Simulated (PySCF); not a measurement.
Geometry:
```
atom   x (Å)   y (Å)   z (Å)
  C1  -3.223   0.712   0.267
  C2  -2.080   0.351   0.070
  C3  -0.746  -0.114  -0.169
  C4  -0.630  -1.574  -0.503
  C5   0.291   0.756  -0.087
  B6   1.814   0.484  -0.306
  O7   2.315  -0.771  -0.485
  O8   2.714   1.516  -0.320
  H9  -4.232   1.034   0.446
 H10  -1.201  -1.792  -1.420
 H11   0.414  -1.873  -0.642
 H12  -1.083  -2.178   0.299
 H13   0.006   1.787   0.161
 H14   3.270  -0.741  -0.612
 H15   2.304   2.377  -0.203
```

Rapidly exchanging positions averaged, single conformer, relativity neglected, gas phase. Shielding tensors at PBE0/pcSseg-1 (GIAO); PBE0-D3(BJ)/def2-SVP structure; PySCF.

δ = σ(ref) − σ, references computed at the same level: TMS for 13C and 1H; BF3·OEt2 for 11B; 17O vs H2O.

```csv
atoms,nucleus,count,Hirshfeld charge,δ (ppm)
C1,13C,1,-0.11,?
C4,13C,1,-0.11,23.6
H10/H11/H12,1H,3,0.05,?
C3,13C,1,0.04,?
O7/O8,17O,2,-0.25,122.4
C5,13C,1,-0.13,135.9
H13,1H,1,0.03,5.69
C2,13C,1,-0.04,90.2
H9,1H,1,0.10,3.24
B6,11B,1,0.23,26.5
H14/H15,1H,2,0.18,3.70
```

Complete the table.

Answers


- C3: 152.7 ppm, fully substituted alkene carbon; the olefinic region
- C1: 89.2 ppm, terminal alkyne carbon; the triple bond shields along its axis, which puts it between sp3 and sp2 carbons
- H10/H11/H12: 2.38 ppm, hydrogen on an allylic methyl carbon; allylic position

OH and NH positions are those of a molecule without intermolecular hydrogen bonds; in solution they move with solvent, concentration and temperature, and exchange usually removes their couplings. A carbon bonded to boron is broadened by the quadrupolar boron nucleus and is often missing from a measured spectrum. Shifts are as computed. Against solution values, carbons near 30 ppm lie about +2 ppm off and those near 130 ppm about +5 ppm. Of 1211 compounds with measured shifts, 218 miss one by over three times the rms of a fit or turn the order of signals round; such compounds aren't used in these exercises. Experimental scales use liquid or dissolved standards, which lie at an offset from isolated H2O (liquid H2O: subtract about 36 ppm).
